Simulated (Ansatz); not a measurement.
A CCSD(T) single point on C₂H₇FSeSi (`C[Si](C)(F)[SeH]`).

```yaml
crystal:
  periodic: [false, false, false]
  atoms:
    - {symbol: C, position_ang: [-1.492718, -0.620558, -0.235836]}
    - {symbol: Si, position_ang: [0.100522, 0.282761, -0.522663]}
    - {symbol: C, position_ang: [1.523657, -0.465438, 0.400181]}
    - {symbol: F, position_ang: [0.432439, 0.239480, -2.091879]}
    - {symbol: Se, position_ang: [-0.102522, 2.521997, -0.099787]}
    - {symbol: H, position_ang: [-1.784698, -0.560867, 0.815807]}
    - {symbol: H, position_ang: [-1.388930, -1.676595, -0.501185]}
    - {symbol: H, position_ang: [-2.294516, -0.186287, -0.835746]}
    - {symbol: H, position_ang: [1.639934, -1.520635, 0.136675]}
    - {symbol: H, position_ang: [2.452250, 0.058076, 0.165742]}
    - {symbol: H, position_ang: [1.359515, -0.400302, 1.478888]}
    - {symbol: H, position_ang: [-0.367833, 2.273268, 1.323804]}
basis:
  gaussian: {orbitals: def2-TZVPP}
correlation: {method: ccsd_t}
output: {orbitals: {seedname: orbitals}}
```

```sh
$ ansatz run in.yaml --threads 2 --pin off --events-out ev --progress --plain --max-ram 32768MiB --backend cuda --devices 0, --max-vram 18GiB
```

The program prints (abridged):

```
Functional definition: HF
1672 factors; integrals over basis functions are off by at most 1.4e-3 eV
mean field evaluation 1: about -78044.7701 eV, gradient 4.0e1 eV
mean field evaluation 2: about -78045.0115 eV, gradient 4.1e1 eV
mean field evaluation 4: about -78048.8380 eV, gradient 4.1e0 eV
mean field evaluation 8: about -78048.9058 eV, gradient 2.6e-1 eV
mean field -78048.90613860 eV, -2868.2443971448 hartree, gradient 1.9e-6 eV, S^2 0.000000; 0 other end points of the search recorded, 0 dependent functions left out
17 core orbitals not correlated: weight in the atoms' cores, before any rotation towards them, 1.000 or more for the frozen orbitals, at most 0.000 for the correlated occupied ones
reference -78048.90613860 eV, -2868.2443971448 hartree; 21, 21 occupied and 243, 243 virtual orbitals, 1672 factors
second order -27.23752693 eV of doubles, -0.00000000 eV of singles
cycle   1  -27.65330590 eV  change   -4.2e-1 eV  update   1.0e-1
cycle   2  -28.26305137 eV  change   -6.1e-1 eV  update   2.9e-2
cycle   3  -28.37527901 eV  change   -1.1e-1 eV  update   1.4e-2
cycle   4  -28.36492478 eV  change    1.0e-2 eV  update   3.0e-3
cycle   5  -28.36374454 eV  change    1.2e-3 eV  update   1.1e-3
cycle   6  -28.36395094 eV  change   -2.1e-4 eV  update   3.2e-4
cycle   7  -28.36372285 eV  change    2.3e-4 eV  update   1.2e-4
cycle   8  -28.36368493 eV  change    3.8e-5 eV  update   3.8e-5
perturbative correction -1.01312615 eV, -0.0372316992 hartree
Total energy: -78078.28294967 eV, -2869.3239750395 hartree
```

Hardware: 2 threads of an AMD EPYC 7R13 on a shared host and a share of an NVIDIA H100 80 GB. Wall time 5.5 s, peak host memory 1.2 GiB.

Correlation energy per correlated electron: -0.699 eV. T1 diagnostic: 0.0098.
